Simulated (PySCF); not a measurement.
C6H4NO2 (doublet state).
Cartesian coordinates in Å at the GFN2-xTB level; atoms count from 1:
```xyz
13
C6H4NO2 angstrom
N     -3.154    0.882    0.857
C     -2.375    0.202    0.372
C     -1.388   -0.654   -0.240
C      0.002   -0.123   -0.068
C      0.384    0.961    0.719
O      1.690    1.177    0.669
C      2.254    0.209   -0.187
O      3.439    0.179   -0.407
C      1.162   -0.609   -0.647
H     -1.465   -1.649    0.211
H     -1.621   -0.752   -1.306
H     -0.213    1.614    1.329
H      1.281   -1.436   -1.318
```

The hyperfine couplings belong to this conformer and change with its torsions.

Identity: `N#CCC1=COC(=O)[CH]1` [radical].

Computed with PySCF, UKS B3LYP, pcH-1 on C H N O, non-relativistic, mean-field spin-orbit, GIAO. The structure is a single GFN2-xTB conformer in the gas phase; no vibrational or solvent corrections. The geometry wasn't refined by DFT: couplings that depend on bond lengths, twists or pyramidal angles can differ widely from those at the functional's own minimum. The SCF solution wasn't tested for stability.

Break the g tensor into its mass correction, gauge correction and orbital-Zeeman/spin–orbit terms.

| Δg (ppm) | 1 | 2 | 3 |
| --- | --- | --- | --- |
| relativistic mass correction | -200 | -200 | -200 |
| gauge correction | -7 | 36 | 45 |
| orbital Zeeman/spin–orbit | 5 | 1997 | 2731 |
| total | -202 | 1833 | 2575 |

So g = 2.00212, 2.00415, 2.00489 and g_iso = 2.00372; the tensor is rhombic: the two nearest values differ by 27 % of g3 − g1. Axes: g2 points within 15° of the C4–C5 bond and g3 points within 2° of the C4–C9 bond.

At 9.698 GHz, how far is the centre of the isotropic spectrum from where a free electron (g = 2.002319) resonates?

B = hν/(g μB) with μB/h = 13.99624 MHz/mT gives 346.05 mT for the free electron and 345.81 mT at g_iso, 0.24 mT lower.

What effective moment and Curie constant follow for a powder?

With the mean of g² = 4.0149 and S(S+1) = 0.75: μ_eff = √(⟨g²⟩S(S+1)) = 1.735 μB and χT = 0.12505·⟨g²⟩·S(S+1) = 0.377 cm³ K/mol (cgs; spin-Hamiltonian part alone).

What are the electron Larmor frequencies g μB B/h along the three axes at 330 mT?

9.2473, 9.2567, 9.2601 GHz for g1, g2 and g3, a range of 12.8 MHz.

In a frozen sample, at which fields do the three g values resonate at 9.5, 34, 94 and 263 GHz (hyperfine left aside), and which band first spreads them over more than twice a line width of 1.0 mT?

| band | GHz | B(g3) mT | B(g2) mT | B(g1) mT | spread mT |
| --- | --- | --- | --- | --- | --- |
| X | 9.5 | 338.55 | 338.67 | 339.02 | 0.47 |
| Q | 34.0 | 1211.65 | 1212.10 | 1213.33 | 1.68 |
| W | 94.0 | 3349.85 | 3351.09 | 3354.49 | 4.65 |
| J | 263.0 | 9372.44 | 9375.91 | 9385.44 | 13.00 |

The spread grows in proportion to the frequency. W band is the first where it exceeds 2.0 mT.

The Mulliken spin populations are largest on C5 (+0.47), C9 (+0.43), O8 (+0.27) and C4 (-0.12). Three atoms exceed +0.15. The positive populations add up to 1.19 and the negative ones to -0.19, together 2S = 1.

The HOMO–LUMO gaps are 5.85 eV among the α and 4.36 eV among the β orbitals.
